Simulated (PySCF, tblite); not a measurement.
Isomers of C8H9PS, one GFN2-xTB conformer each. Single-point energies are computed at PBE0/pcSseg-1 (PySCF, gas phase, no added dispersion term), electronic only.

```csv
SMILES,GFN2-xTB relative energy (kcal/mol)
C=Cc1pc(C2CC2)cs1,0.0
C#Cc1pcc(C(C)C)s1,7.7
```

Conformers: `[CH2:1]=[CH:2][c:3]1[p:4][c:5]([CH:6]2[CH2:7][CH2:8]2)[cH:9][s:10]1` with C1–C2–C3–P4 -179°, P4–C5–C6–C7 -148°; `[CH:1]#[C:2][c:3]1[p:4][cH:5][c:6]([CH:7]([CH3:8])[CH3:9])[s:10]1` with C5–C6–C7–C8 -121°.

**Question.** What does PBE0/pcSseg-1 give for the same structures?

**Answer.** 
```json
{"SMILES": "C=Cc1pc(C2CC2)cs1", "PBE0/pcSseg-1 E (Eh)": "-1049.03868", "PBE0/pcSseg-1 (kcal/mol)": "0.0", "GFN2-xTB (kcal/mol)": "0.0", "point group": "near Cs"}
{"SMILES": "C#Cc1pcc(C(C)C)s1", "PBE0/pcSseg-1 E (Eh)": "-1049.02484", "PBE0/pcSseg-1 (kcal/mol)": "8.7", "GFN2-xTB (kcal/mol)": "7.7", "point group": "near Cs"}
```

Both levels put the same isomer lowest. As drawn, the lower has a three-membered ring and a C=C bond outside aromatic rings, which the higher lacks; the higher has a C≡C bond, which the lower lacks.

**Question.** Which frontier levels, dipoles and rotational constants go with these structures?

**Answer.** 
```json
{"SMILES": "C=Cc1pc(C2CC2)cs1", "HOMO (eV, PBE0/pcSseg-1)": "-6.34", "LUMO (eV)": "-1.90", "dipole (D)": "1.27", "A, B, C (MHz)": "2712, 580.4, 496.8"}
{"SMILES": "C#Cc1pcc(C(C)C)s1", "HOMO (eV, PBE0/pcSseg-1)": "-6.48", "LUMO (eV)": "-1.92", "dipole (D)": "2.36", "A, B, C (MHz)": "1958, 648.0, 543.3"}
```

**Question.** What happens when harmonic zero-point energies from GFN2-xTB frequencies are added?

**Answer.** 
| SMILES | ZPE (kcal/mol) | electronic (kcal/mol) | with ZPE (kcal/mol) |
| --- | --- | --- | --- |
| C=Cc1pc(C2CC2)cs1 | 89.8 | 0.0 | 0.0 |
| C#Cc1pcc(C(C)C)s1 | 89.0 | 8.7 | 7.8 |

The zero-point energies span 0.8 kcal/mol. The order is unchanged.

**Question.** As an exercise, what shares would exp(−E/RT) give at 1000 K from these electronic energies alone (no entropy, no degeneracies)?

**Answer.** RT = 1.987 kcal/mol: C=Cc1pc(C2CC2)cs1 98.7 %, C#Cc1pcc(C(C)C)s1 1.3 %.
